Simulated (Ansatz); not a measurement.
Reactions of C$_{3}$HN$_{3}$Sn (`N#[C][SnH]([C]#N)[C]#N`).

Program: Ansatz. Geometries: PBE0-D4/def2-TZVP. ΔE: electronic, gas phase. CCSD(T)/CBS is the MP2 limit (def2-TZVPP, def2-QZVPP) plus CCSD(T) − MP2 in def2-TZVPP, frozen cores. This one scheme is used for every species. def2 core potentials past Kr. For In, Se, Sn outer-core shells are correlated without core-valence functions, which leaves a few kJ/mol of doubt a bond. Scalar relativity is left out up to krypton. Each species was taken in one conformer, which may not be the lowest.

| reaction | HF/CBS(def2) (kJ/mol) | CCSD(T)/CBS(def2) (kJ/mol) |
| --- | --- | --- |
| `N#[C][SnH]([C]#N)[C]#N` + `CCCC` → `CCCCC#N` + `N#[C][SnH2][C]#N` | -2 | 7 |
| `N#[C][SnH]([C]#N)[C]#N` + `[F][InH][Cl]` → `N#[C][In]([F])[Cl]` + `N#[C][SnH2][C]#N` | -21 | -11 |
| `N#[C][SnH]([C]#N)[C]#N` + `C[SeH]` → `C[Se]C#N` + `N#[C][SnH2][C]#N` | 28 | 26 |
| `N#[C][SnH]([C]#N)[C]#N` + `CCl` → `N#CCCl` + `N#[C][SnH2][C]#N` | 31 | 37 |

Largest T1 diagnostic: 0.016, for `N#[C][In]([F])[Cl]`.
